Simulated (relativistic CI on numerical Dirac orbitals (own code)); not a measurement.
A ladder of approximations for the levels of Ge VII

Calculated with a relativistic CI code on KLI orbitals (one set per configuration, finite nucleus), adding one ingredient at a time: step 1, Dirac-Coulomb, each configuration alone; step 2, with Breit and QED terms; step 3, with configuration mixing; step 4, with scaled Slater integrals (0.9); step 5, with a P86 correlation estimate; step 6, tied to the ionisation limit. P86 is a density functional for the correlation energy, evaluated here for each configuration and added to its levels. Step 6 is semi-empirical: configurations made of the next ion and one excited electron move by 268 cm⁻¹, so that their limit matches the tabulated ionisation energy, and those with a non-penetrating f or g electron also take the P86 value of the least penetrating other one.

Configurations in the expansion (outside the closed core [Ne]): 3s2.3p6.3d8, 3s2.3p6.3d7.4s, 3s2.3p6.3d7.4p, 3s2.3p5.3d9, 3s2.3p6.3d7.4d, 3s.3p6.3d9, 3s2.3p6.3d7.5s, 3s2.3p6.3d7.5p, 3s2.3p6.3d7.4f, 3s2.3p6.3d7.5d, 3s2.3p6.3d7.5f, 3s2.3p6.3d6.4s.4p, 3p6.3d10, 3s2.3p6.3d6.4s2, 3s2.3p6.3d5.4s2.4p, 3s2.3p6.3d5.4s2.4d, 3s2.3p6.3d5.4s2.5s.

Computed minus measured energy above the ground level, in cm⁻¹, for 15 of the 43 excited levels that pair in every step (one J of a term; a digit in brackets numbers repeated terms):

```tsv
Configuration	Term	J	Measured	Step 1	Step 2	Step 3	Step 4	Step 5	Step 6
3s2.3p6.3d8	3F	3	4055	118	-55	-60	-58	-58	-58
3s2.3p6.3d8	1D	2	22658	3865	3939	2692	448	449	449
3s2.3p6.3d8	3P	2	28827	4461	4251	3587	826	831	831
3s2.3p6.3d8	1G	4	37923	3690	3465	3441	-378	-378	-378
3s2.3p6.3d8	1S	0	86203	12342	12450	10645	1500	1506	1506
3s2.3p6.3d7.4s	5F	5	393964	-8192	-7758	-7617	-5092	3352	3620
3s2.3p6.3d7.4s	3F	4	405833	-6777	-6342	-6333	-5052	3393	3661
3s2.3p6.3d7.4s	5P	3	421833	-3369	-2824	-3265	-3666	4780	5048
3s2.3p6.3d7.4s	3G	5	427035	-5204	-4838	-4772	-5666	2779	3047
3s2.3p6.3d7.4s	3P	2	432065	-1985	-1339	-1379	-3175	5270	5538
3s2.3p6.3d7.4s	1G	4	434261	-4570	-4281	-4352	-5796	2649	2917
3s2.3p6.3d7.4s	3H	6	437438	-4756	-4626	-4656	-6516	1929	2197
3s2.3p6.3d7.4s	1H	5	444819	-4094	-4003	-4209	-6599	1846	2114
3s2.3p6.3d7.4p	5F°	3	509684	-9380	-9106	-8935	-6246	2859	3127
3s2.3p6.3d7.4p	5D°	1	517882	-8815	-8690	-8569	-6069	3036	3304
```

Mean absolute errors in cm⁻¹, over all paired levels and for the configurations:

```tsv
Configuration, levels	Step 1	Step 2	Step 3	Step 4	Step 5	Step 6
all, 43	4779	4600	4428	3992	3195	3413
3s2.3p6.3d8, 8	4215	4138	3559	675	678	678
3s2.3p6.3d7.4s, 31	4347	4145	4077	4559	3886	4154
3s2.3p6.3d7.4p, 4	9253	9055	8888	6234	2871	3138
```

Measured levels: Sugar and Musgrove, J. Phys. Chem. Ref. Data 22, 1213 (1993).

The mean absolute error is lowest at step 5 (3195 cm⁻¹), and the largest single drop is from step 4 to 5 (3992 to 3195). Terms of the ground configuration are off by 4215 at first, 3559 with mixing and 675 after scaling, which stands in for the correlation that narrows term splittings. The Breit and QED terms change the top of the ground term (measured 6468) from 6746 to 6489. Mixing lowers the ground level by 352; relative to it the configurations that move most are 3s2.3p6.3d7.4s by -181, 3s2.3p6.3d7.4p by +167. The P86 estimate moves 3s2.3p6.3d7.4p by +9105, 3s2.3p6.3d7.4s by +8445, and takes the mean absolute error of the excited configurations from 4751 to 3770. Step 6 takes that error from 3770 to 4038.
